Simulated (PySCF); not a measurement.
Input file for PySCF: R-B3LYP/LANL2DZ on CuF, 2S+1 = 1, a spin state set in the input, which need not be the lowest, a point of a bond scan (R = 1.771 Å).

```python
from pyscf import gto, scf, dft, mp
from pyscf.data.elements import chemcore

mol = gto.M(
    atom='''
    Cu    0.00000000    0.00000000    0.00000000
    F     0.00000000    0.00000000    1.77056600
    ''',
    basis='lanl2dz',
    ecp={'Cu': 'lanl2dz'},
    charge=0, spin=0, verbose=3, max_memory=1800)
mf = dft.RKS(mol, xc='b3lyp')
mf.conv_tol = 1e-8
mf.max_cycle = 100
mf.kernel()
if not mf.converged:
    mf = mf.newton().run(mf.mo_coeff, mf.mo_occ)
```

Q: What total energy does the run end on?

A: -296.0062 hartree.
